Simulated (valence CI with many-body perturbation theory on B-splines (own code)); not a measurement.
## Si I: one-electron terms

Calculated by valence CI with perturbative core correlation (CI+MBPT): four valence electrons over a frozen Dirac-Fock core [Ne], radial functions for each j: 11 s, 11 p, 9 d, 7 f, 5 g, 2 h, 1 i, with the one-electron correlation potential Σ1 (screened to all orders), the two-electron term Σ2, the three-electron term Σ3, Breit, model QED; selected single and double excitations, second order for the rest, scaled by the run's own slope (own B-spline code, finite nucleus).

Set against measurement, 48 paired levels are off by 36 cm⁻¹ on average, the worst by 119. These come from a selection out of the NIST Handbook of Basic Atomic Spectroscopic Data. Levels without a partner in it may be off by more. Among the levels kept, up to 810 cm⁻¹ of a level comes from second order outside the variational space, and about a tenth of that is noise between levels of different J, which matters for small intervals.

These are the spectroscopic orbitals of the CI (the correlating ones are not listed), shaped by the core and the other valence electrons. h is the expectation value of the core's Dirac-Fock operator, without the valence repulsion; Σ1 is computed up to l = 3 at one energy for each symmetry, that of its lowest orbital but kept below the first core excitation, so for empty shells it is not the orbital's own correlation shift; Breit and QED include the response of the core.

```
Orbital  h (hartree)  Σ1 (cm⁻¹)  Breit (cm⁻¹)  QED (cm⁻¹)  ⟨r⟩ (bohr)
  3s1/2       -1.599      -2509          25.0        17.6       2.203
  4s1/2     -0.60636       -268           3.1         2.2       6.870
  5s1/2     -0.29779      -71.1           0.8         0.6       14.97
  6s1/2     -0.17821      -29.9           0.4         0.2       25.97
  3p1/2      -1.2357      -1476          23.3        -1.6       2.790
  4p1/2     -0.44864       -133           2.3        -0.2       9.380
  5p1/2     -0.23985      -46.7           0.8        -0.1       18.87
  6p1/2     -0.15022      -22.1           0.4         0.0       31.28
  3p3/2      -1.2333      -1462          11.8        -1.0       2.797
  4p3/2     -0.44809       -133           1.2        -0.1       9.393
  5p3/2     -0.23963      -46.5           0.4         0.0       18.89
  6p3/2     -0.15011      -22.0           0.2         0.0       31.30
  3d3/2     -0.48003      -61.3           0.0         0.0       8.661
  4d3/2     -0.26199      -31.7           0.0         0.0       18.42
  5d3/2     -0.16261      -17.0           0.0         0.0       31.18
  3d5/2     -0.48008      -61.3           0.0         0.0       8.660
  4d5/2     -0.26199      -31.7           0.0         0.0       18.42
  5d5/2     -0.16261      -17.0           0.0         0.0       31.18
  4f5/2     -0.21948       -0.7           0.0         0.0       17.95
  5f5/2     -0.14082       -0.4           0.0         0.0       31.33
  4f7/2     -0.21948       -0.7           0.0         0.0       17.95
  5f7/2     -0.14082       -0.4           0.0         0.0       31.33
  5g7/2     -0.14007                      0.0         0.0       27.47
  5g9/2     -0.14007                      0.0         0.0       27.47
```

Among the shells of the start configuration 3s2 3p2, Σ1 is largest in size for 3s1/2, where it is 0.71 % of h.

Lowest root of each symmetry, sizes in configuration state functions:

```csv
J,Parity,Roots,Reference,Variational,Second order,Change by selected CI (cm⁻¹),Change by second order (cm⁻¹)
0,even,8,8,40528,610351,-18059,-87
1,even,15,15,41764,1941586,-17621,-517
2,even,17,17,39980,2802508,-17543,-598
3,even,11,11,40305,3363149,-17910,-808
4,even,6,6,39950,2843041,-18375,-223
5,even,2,2,50760,1761588,-18543,-110
0,odd,7,7,41648,560734,-18873,-83
1,odd,17,19,39993,1934924,-18630,-334
2,odd,19,20,40212,2663267,-8939,-265
3,odd,13,13,39990,2994513,-17116,-685
4,odd,7,7,40198,3192198,-18293,-670
5,odd,3,3,36237,2018090,-18479,-88
6,odd,1,1,30433,1175480,-18530,-79
```
